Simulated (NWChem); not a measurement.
System: C2H7AlN2; SMILES C=[CH][Al]([NH2])[NH2]

Input file for NWChem:

```
start job
memory heap 200 mb stack 900 mb global 1100 mb
geometry units angstroms noautosym nocenter noautoz
  Al     0.030994     0.464890     0.000369
  C      0.739764    -1.352528     0.001383
  C     -0.023350    -2.456152    -0.001102
  H      1.826719    -1.526046     0.003782
  H      0.396534    -3.470839    -0.000743
  H     -1.120181    -2.410759    -0.003715
  N      1.147924     1.847606    -0.000766
  H      2.157594     1.761867    -0.000003
  H      0.892444     2.827973    -0.002812
  N     -1.724026     0.748075     0.000287
  H     -2.177523     1.654013    -0.000118
  H     -2.428041     0.019698     0.001446
end
basis spherical
  * library 6-31g*
end
dft
  xc hfexch
  iterations 150
  mulliken
end
task dft energy
esp
  recalculate
  probe 0.07
  range 0.3
  factor 1.0
  spacing 0.02
end
task esp
```

Parts of the log:

```
             Northwest Computational Chemistry Package (NWChem) 7.3.0
             --------------------------------------------------------

                             Geometry "geometry" -> ""
                             -------------------------

 Output coordinates in angstroms (scale by  1.889725989 to convert to a.u.)

  No.       Tag          Charge          X              Y              Z
 ---- ---------------- ---------- -------------- -------------- --------------
    1 Al                  13.0000     0.03099400     0.46489000     0.00036900
    2 C                    6.0000     0.73976400    -1.35252800     0.00138300
    3 C                    6.0000    -0.02335000    -2.45615200    -0.00110200
    4 H                    1.0000     1.82671900    -1.52604600     0.00378200
    5 H                    1.0000     0.39653400    -3.47083900    -0.00074300
    6 H                    1.0000    -1.12018100    -2.41075900    -0.00371500
    7 N                    7.0000     1.14792400     1.84760600    -0.00076600
    8 H                    1.0000     2.15759400     1.76186700    -0.00000300
    9 H                    1.0000     0.89244400     2.82797300    -0.00281200
   10 N                    7.0000    -1.72402600     0.74807500     0.00028700
   11 H                    1.0000    -2.17752300     1.65401300    -0.00011800
   12 H                    1.0000    -2.42804100     0.01969800     0.00144600

 Effective nuclear repulsion energy (a.u.)     201.1439894555

  xc_inp: hfexch multiplicative factor not found.

                                 NWChem DFT Module
                                 -----------------

 Summary of "ao basis" -> "ao basis" (spherical)
 ------------------------------------------------------------------------------
       Tag                 Description            Shells   Functions and Types
 ---------------- ------------------------------  ------  ---------------------
 Al                          6-31g*                  8       18   4s3p1d
 C                           6-31g*                  6       14   3s2p1d
 H                           6-31g*                  2        2   2s
 N                           6-31g*                  6       14   3s2p1d

            General Information
            -------------------
          SCF calculation type: DFT
          Wavefunction type:  closed shell.
          No. of atoms     :    12
          No. of electrons :    46
           Alpha electrons :    23
            Beta electrons :    23
          Charge           :     0
          Spin multiplicity:     1
          Use of symmetry is: off; symmetry adaption is: off
          Maximum number of iterations: 150
          AO basis - number of functions:    88
                     number of shells:    46
          Convergence on energy requested:  1.00D-06
          Convergence on density requested:  1.00D-05
          Convergence on gradient requested:  5.00D-04

              XC Information
              --------------
                     Hartree-Fock (Exact) Exchange  1.000

      Superposition of Atomic Density Guess
      -------------------------------------

 Sum of atomic energies:        -429.25426326

      Non-variational initial energy
      ------------------------------

 Total energy =    -431.542401
 1-e energy   =    -987.486236
 2-e energy   =     354.799845
 HOMO         =      -0.331853
 LUMO         =      -0.014901

     ---------------------------------------------
      Total Density - Mulliken Population Analysis
     ---------------------------------------------

    Atom       Charge   Shell Charges
 -----------   ------   -------------------------------------------------------
    1 Al  13    11.89   2.00  2.00  5.97  0.69  0.78  0.13  0.12  0.20
    2 C    6     6.51   2.00  0.75  1.96  0.64  1.14  0.02
    3 C    6     6.37   2.00  0.74  1.88  0.63  1.10  0.03
    4 H    1     0.77   0.46  0.31
    5 H    1     0.79   0.47  0.32
    6 H    1     0.79   0.47  0.32
    7 N    7     8.33   2.00  0.83  2.72  0.82  1.96  0.01
    8 H    1     0.55   0.41  0.15
    9 H    1     0.56   0.41  0.15
   10 N    7     8.33   2.00  0.82  2.72  0.82  1.96  0.01
   11 H    1     0.56   0.41  0.15
   12 H    1     0.55   0.41  0.15

   convergence    iter        energy       DeltaE   RMS-Dens  Diis-err
 ---------------- ----- ----------------- --------- --------- ---------
 d= 0,ls=0.0,diis     1   -430.5531769000 -6.32D+02  7.21D-03  7.33D-01
 d= 0,ls=0.0,diis     2   -430.6335755464 -8.04D-02  2.66D-03  1.70D-01
 d= 0,ls=0.0,diis     3   -430.6532118276 -1.96D-02  9.44D-04  6.25D-03
 d= 0,ls=0.0,diis     4   -430.6544317340 -1.22D-03  1.26D-04  1.35D-04
 d= 0,ls=0.0,diis     5   -430.6544615116 -2.98D-05  5.72D-05  1.19D-05
  Resetting Diis
 d= 0,ls=0.0,diis     6   -430.6544655384 -4.03D-06  1.71D-05  1.19D-06
 d= 0,ls=0.0,diis     7   -430.6544659702 -4.32D-07  5.35D-06  1.56D-07

         Total DFT energy =     -430.654465970217
      One electron energy =     -993.218179232388
           Coulomb energy =      405.773563766492
    Exchange-Corr. energy =      -44.353839959784
 Nuclear repulsion energy =      201.143989455463

 Numeric. integr. density =        0.000000000000

                       DFT Final Molecular Orbital Analysis
                       ------------------------------------

 Vector   21  Occ=2.000000D+00  E=-4.008869D-01
              MO Center= -2.2D-01,  9.4D-01, -5.1D-05, r^2= 3.8D+00
   Bfn.  Coefficient  Atom+Function         Bfn.  Coefficient  Atom+Function
  ----- ------------  ---------------      ----- ------------  ---------------
    75      0.359318  10 N  pz               57      0.352418   7 N  pz
    79      0.324342  10 N  pz               61      0.317819   7 N  pz
     9      0.149648   1 Al pz               13      0.109640   1 Al pz
    23      0.109753   2 C  pz               37      0.099291   3 C  pz
    41      0.078367   3 C  pz                5     -0.077975   1 Al pz

 Vector   22  Occ=2.000000D+00  E=-3.689499D-01
              MO Center= -1.9D-01,  1.3D+00, -2.6D-04, r^2= 3.2D+00
   Bfn.  Coefficient  Atom+Function         Bfn.  Coefficient  Atom+Function
  ----- ------------  ---------------      ----- ------------  ---------------
    57      0.412796   7 N  pz               61      0.405712   7 N  pz
    75     -0.387322  10 N  pz               79     -0.380674  10 N  pz
    17     -0.061429   1 Al d  1             41     -0.027599   3 C  pz
    15      0.026928   1 Al d -1             37     -0.025185   3 C  pz

 Vector   23  Occ=2.000000D+00  E=-3.581784D-01
              MO Center=  2.2D-01, -1.6D+00,  1.5D-04, r^2= 2.6D+00
   Bfn.  Coefficient  Atom+Function         Bfn.  Coefficient  Atom+Function
  ----- ------------  ---------------      ----- ------------  ---------------
    37      0.349702   3 C  pz               23      0.340374   2 C  pz
    27      0.294988   2 C  pz               41      0.292292   3 C  pz
    75     -0.159774  10 N  pz               79     -0.159516  10 N  pz
    61     -0.096959   7 N  pz               57     -0.095715   7 N  pz
    15     -0.033919   1 Al d -1

 Vector   24  Occ=0.000000D+00  E= 1.218944D-01
              MO Center=  1.6D-01, -4.2D-01,  1.9D-03, r^2= 5.6D+00
   Bfn.  Coefficient  Atom+Function         Bfn.  Coefficient  Atom+Function
  ----- ------------  ---------------      ----- ------------  ---------------
    13      0.733617   1 Al pz               41     -0.447145   3 C  pz
    37     -0.260130   3 C  pz               61     -0.241133   7 N  pz
    79     -0.234284  10 N  pz               27      0.229199   2 C  pz
     9      0.202719   1 Al pz               57     -0.143793   7 N  pz
    75     -0.134631  10 N  pz               23      0.116776   2 C  pz

[...]

                     NWChem Electrostatic Potential Fit Module
                     -----------------------------------------

 Atom parameters

 Number of atoms is                                   12
 Number of basis functions is                         88

 Grid parameters

 Maximum number of grid points is                  47041
 Number of grid points is                          47040
 Grid range                                     0.300000 nm
 Grid spacing                                   0.020000 nm
 Probe radius                                   0.070000 nm
 Atom radius factor                             1.000000

 Atomic radii

    1    0.100000
    6    0.147000
    7    0.140000
   13    0.195000
 FASTESP  F
  using M.O. file = ./job.movecs

    Atom              Coordinates                           Charge

                                                  ESP

    1 Al    0.003099    0.046489    0.000037    1.201131
    2 C     0.073976   -0.135253    0.000138   -0.487968
    3 C    -0.002335   -0.245615   -0.000110   -0.233818
    4 H     0.182672   -0.152605    0.000378    0.156976
    5 H     0.039653   -0.347084   -0.000074    0.124972
    6 H    -0.112018   -0.241076   -0.000372    0.127481
    7 N     0.114792    0.184761   -0.000077   -1.232498
    8 H     0.215759    0.176187   -0.000000    0.369967
    9 H     0.089244    0.282797   -0.000281    0.411426
   10 N    -0.172403    0.074808    0.000029   -1.205521
   11 H    -0.217752    0.165401   -0.000012    0.396617
   12 H    -0.242804    0.001970    0.000145    0.371235
                                            ------------
                                               -0.000000

 Dipole moment                                  0.240391

 Quadrupole moment Qxx                          5.726648
                   Qyy                          2.862486
                   Qzz                         -8.589134

 RMS deviation kJ/mol                           0.063445

 RRMS %                                        42.061319
```

Level: Hartree-Fock/6-31G* (spherical d). Coordinates come from a PBE0/def2-SVP optimisation. Not confirmed as a minimum by frequencies.
